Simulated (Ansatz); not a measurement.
A nudged elastic band was laid between two geometries of AlCl$_{2}$H$_{3}$O (7 atoms, charge 0, multiplicity 1).

Theory: RKS PBE0/6-31G* (Ansatz 0.2.0).

```yaml
movable_images: 5
climbing_image: from the first iteration
spring: 5.0 eV/Å²
optimiser: fire
start_path: through a guess of the saddle point
force_threshold: 0.05 eV/Å
iteration_limit: 60
end_points: relaxed
```

First end point:

```xyz
7
Properties=species:S:1:pos:R:3
Al 0.074 0.016 0.120
H 0.024 0.703 1.544
Cl 1.818 0.223 -1.058
Cl -1.757 -0.154 -0.973
O 0.109 -1.899 0.675
H -0.612 -2.388 0.241
H 0.015 -2.025 1.633
```

Last end point:

```xyz
7
Properties=species:S:1:pos:R:3
Al 0.049 -0.698 -0.387
H 0.004 0.272 1.895
Cl 1.805 0.354 -0.770
Cl -1.796 0.211 -0.774
O 0.162 -2.333 0.051
H -0.631 -2.873 0.127
H 0.079 -0.458 2.041
```

(1) What changes between the two ends?

(2) Give the energies along the band, and the barrier.

(3) What is the geometry of the highest image?

Answers

(1) Bonds broken: Al1–H2, O5–H7. Bonds formed: H2–H7. AlCl2H3O becomes AlCl2HO + H2.

(2) It converged. The highest image is number 3 of 0 to 6, 0.96 eV above the first end and 0.88 eV above the last; the last end lies 0.08 eV above the first. Another band between the same ends (5 images) ends at a top of the same energy, where a vibrational analysis finds 1 clearly imaginary mode. The orbitals stay closed-shell, which can raise the energy where a bond breaks towards radicals; this wasn't checked here.

| image | path coordinate (Å) | energy (eV) | Al1–H2 (Å) | O5–H7 (Å) | H2–H7 (Å) |
| --- | --- | --- | --- | --- | --- |
| 0 | 0.00 | 0.00 | 1.58 | 0.97 | 2.73 |
| 1 | 0.48 | 0.08 | 1.59 | 0.97 | 2.19 |
| 2 | 0.96 | 0.38 | 1.62 | 1.00 | 1.63 |
| 3 | 1.44 | 0.96 | 1.76 | 1.27 | 1.05 |
| 4 | 1.90 | 0.40 | 2.00 | 1.77 | 0.79 |
| 5 | 2.37 | 0.12 | 2.25 | 2.24 | 0.75 |
| 6 | 2.84 | 0.08 | 2.48 | 2.73 | 0.75 |

(3) 
```xyz
7
Properties=species:S:1:pos:R:3
Al 0.066 -0.307 -0.112
H 0.013 -0.054 1.624
Cl 1.829 0.395 -0.983
Cl -1.802 0.140 -0.958
O 0.150 -1.992 0.608
H -0.590 -2.609 0.509
H 0.007 -1.098 1.496
```

Time of the run: 15 min on 1 thread of Arm Neoverse V1, on a shared host, peak memory 0.17 GiB.
